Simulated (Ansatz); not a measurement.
Coupled-cluster run, AlGeH8NSi, SMILES `[AlH2][NH][SiH2][GeH3]`.

```yaml
crystal:
  periodic: [false, false, false]
  atoms:
    - {symbol: Al, position_ang: [-1.656216, 2.027665, 0.375962]}
    - {symbol: N, position_ang: [-0.085189, 1.183971, 0.331368]}
    - {symbol: Si, position_ang: [0.296535, -0.436736, 0.799743]}
    - {symbol: Ge, position_ang: [1.119105, -1.723854, -1.030743]}
    - {symbol: H, position_ang: [-1.696036, 3.519721, -0.150825]}
    - {symbol: H, position_ang: [-2.903982, 1.235326, 0.933961]}
    - {symbol: H, position_ang: [0.697321, 1.710522, -0.036740]}
    - {symbol: H, position_ang: [-0.956290, -1.051141, 1.314262]}
    - {symbol: H, position_ang: [1.317540, -0.479793, 1.887198]}
    - {symbol: H, position_ang: [2.355487, -1.046319, -1.654341]}
    - {symbol: H, position_ang: [0.055780, -1.851939, -2.137617]}
    - {symbol: H, position_ang: [1.532846, -3.142526, -0.598229]}
basis:
  gaussian: {orbitals: def2-TZVPP}
correlation: {method: ccsd_t}
output: {orbitals: {seedname: orbitals}}
```

```sh
$ ansatz run in.yaml --threads 4 --pin off --events-out ev --progress --plain
```

The program prints (abridged):

```
Functional definition: HF
1607 factors; integrals over basis functions are off by at most 1.3e-3 eV
mean field evaluation 1: about -72525.4559 eV, gradient 4.0e1 eV
mean field evaluation 2: about -72525.6314 eV, gradient 4.0e1 eV
mean field evaluation 4: about -72529.6384 eV, gradient 4.0e0 eV
mean field evaluation 8: about -72529.7138 eV, gradient 2.0e-1 eV
mean field -72529.71391519 eV, -2665.4178239774 hartree, gradient 2.1e-6 eV, S^2 0.000000; 0 other end points of the search recorded, 0 dependent functions left out
20 core orbitals not correlated: weight in the atoms' cores, before any rotation towards them, 1.000 or more for the frozen orbitals, at most 0.000 for the correlated occupied ones
reference -72529.71391519 eV, -2665.4178239774 hartree; 17, 17 occupied and 238, 238 virtual orbitals, 1607 factors
second order -18.64648701 eV of doubles, -0.00000000 eV of singles
cycle   1  -19.29387721 eV  change   -6.5e-1 eV  update   1.1e-1
cycle   2  -19.97065116 eV  change   -6.8e-1 eV  update   3.3e-2
cycle   3  -20.06180657 eV  change   -9.1e-2 eV  update   1.6e-2
cycle   4  -20.05035074 eV  change    1.1e-2 eV  update   4.1e-3
cycle   5  -20.05053599 eV  change   -1.9e-4 eV  update   1.9e-3
cycle   6  -20.05012916 eV  change    4.1e-4 eV  update   5.5e-4
cycle   7  -20.04996542 eV  change    1.6e-4 eV  update   2.3e-4
cycle   8  -20.05005280 eV  change   -8.7e-5 eV  update   8.3e-5
cycle   9  -20.05007116 eV  change   -1.8e-5 eV  update   2.6e-5
perturbative correction -0.70973645 eV, -0.0260823334 hartree
Total energy: -72550.47372280 eV, -2666.1807328355 hartree
```

Hardware: 4 threads of a server CPU on a shared host. Wall time 3.7 min, peak host memory 6.9 GiB.

The correlation energy is -20.760 eV, 3.4 % of it from (T); the T1 diagnostic reads 0.0122.
